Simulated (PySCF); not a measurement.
CH4BClOSe, SMILES COB(Cl)[SeH].

Geometry optimised at B3LYP-D3(BJ)/def2-SVP. The structure was generated by enumeration, and PubChem lists no compound with its InChIKey, so it may never have been made. The values are those of a single conformer.

Calculation: PBE/def2-TZVP (PySCF).

Symmetry labels are those of the subgroup Cs that the program uses (full group Cs).

### Question
List the valence orbital energies around the gap with their symmetry. (An estimate is asked for; the answer gives what the named calculation found.)

### Answer

```tsv
orbital	symmetry	energy (eV)
HOMO−7	A'	-10.95
HOMO−6	A'	-9.89
HOMO−5	A'	-9.02
HOMO−4	A"	-8.88
HOMO−3	A'	-7.95
HOMO−2	A"	-7.59
HOMO−1	A'	-7.23
HOMO	A"	-6.29
LUMO	A"	-1.13
LUMO+1	A'	-0.92
LUMO+2	A'	0.06
LUMO+3	A'	0.89
```
